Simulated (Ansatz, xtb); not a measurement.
C3H9BS: where a starting geometry ends

The starting geometry of this gas-phase singlet was built from a drawn formula by distance geometry and a force field; its bonds are those of `BC(C)(C)S`.

```xyz
14

C    -0.1178   -0.7022   -0.5176
C     0.2851    0.4371    0.4193
C    -0.1572   -2.0443    0.2734
B    -1.5917   -0.4838   -1.1740
S     1.0891   -0.8616   -1.8402
H    -2.1858    0.5507   -0.8794
H    -2.0312   -1.2525   -1.9006
H     1.2953    0.2556    0.8346
H     0.3015    1.3806   -0.1502
H    -0.3958    0.5379    1.2439
H     0.8332   -2.2361    0.7080
H    -0.4396   -2.8804   -0.4135
H    -0.8654   -1.9761    1.0802
H     0.5390   -1.9780   -2.4837
```

Question: Predict what it relaxes into with r2SCAN-D4/def2-SVP.

Answer: A new bond forms, giving a structure given below by its coordinates. Contacts that close: B4–S5 (2.79 → 2.08 Å).

The energy falls by 0.80 eV over 10 steps:

```json
{"step": "1", "E − E(last) (eV)": "0.800"}
{"step": "2", "E − E(last) (eV)": "0.524"}
{"step": "3", "E − E(last) (eV)": "0.369"}
{"step": "4", "E − E(last) (eV)": "0.215"}
{"step": "5", "E − E(last) (eV)": "0.061"}
{"step": "6", "E − E(last) (eV)": "0.028"}
{"step": "7", "E − E(last) (eV)": "0.002"}
{"step": "8", "E − E(last) (eV)": "0.000"}
{"step": "9", "E − E(last) (eV)": "0.000"}
{"step": "10", "E − E(last) (eV)": "0.000"}
```

Final geometry (Å):

```yaml
atoms:
  - { symbol: C, position_ang: [-0.2751, -0.7220, -0.3190] }
  - { symbol: C, position_ang: [0.2666, 0.4146, 0.5233] }
  - { symbol: C, position_ang: [-0.1039, -2.0849, 0.3123] }
  - { symbol: B, position_ang: [-1.4115, -0.4437, -1.3616] }
  - { symbol: S, position_ang: [0.5394, -0.6257, -2.0627] }
  - { symbol: H, position_ang: [-1.7637, 0.6996, -1.5431] }
  - { symbol: H, position_ang: [-2.0748, -1.3681, -1.7745] }
  - { symbol: H, position_ang: [1.3028, 0.2383, 0.8584] }
  - { symbol: H, position_ang: [0.2205, 1.3777, -0.0062] }
  - { symbol: H, position_ang: [-0.3695, 0.5058, 1.4204] }
  - { symbol: H, position_ang: [0.9415, -2.2974, 0.5946] }
  - { symbol: H, position_ang: [-0.4753, -2.8914, -0.3378] }
  - { symbol: H, position_ang: [-0.7082, -2.1086, 1.2360] }
  - { symbol: H, position_ang: [0.4699, -1.9473, -2.3400] }
```

From the same start GFN2-xTB reaches the same bonding as this run.

The end wasn't checked by frequencies. Run with Ansatz 0.2.0, 19 s on 2 threads of Intel(R) Xeon(R) 6975P-C (Granite Rapids), with other jobs on the host.
